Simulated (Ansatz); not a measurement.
Mg₂Br₂⁺, relaxed as a doublet with UKS r2SCAN-D4/def2-SVP in Ansatz, starting from the GFN1-xTB geometry. Force threshold 0.02 eV/Å.

Another isomer (doublet) lies 0.16 eV lower at PBE0-D4/def2-TZVP; other spin states weren't run for this one.

Start:

```xyz
4

Mg    0.4091    0.9458    0.7707
Mg   -0.9076   -2.8256   -2.1912
Br    0.6654    2.8276    2.1025
Br   -0.1670   -0.9478   -0.6820
```

Problem. Estimate the energy that the relaxation releases and the steps that it takes.

Solution. 2.4 kcal/mol, in 12 steps; 23 s on 4 threads of Intel Xeon 6975P-C on a shared host. The force fell under the threshold at step 10, but the optimiser went on. No frequencies were taken in this run, so the end may be a saddle point.

Problem. Does the start keep its bonding?

Solution. By distances, no bond broke or formed. The bond that changes most is Mg2–Br4, from 2.52 to 2.66 Å (atoms count from 1).

Problem. Predict the relaxed structure.

Solution. 
Cartesian coordinates in Å:
```
Mg 0.528 0.811 0.731
Mg -1.371 -2.315 -2.034
Br 0.227 2.776 1.901
Br 0.616 -1.272 -0.598
```
Bond lengths (bridged metal pairs left out): 3 × Br–Mg 2.31 to 2.66 Å.
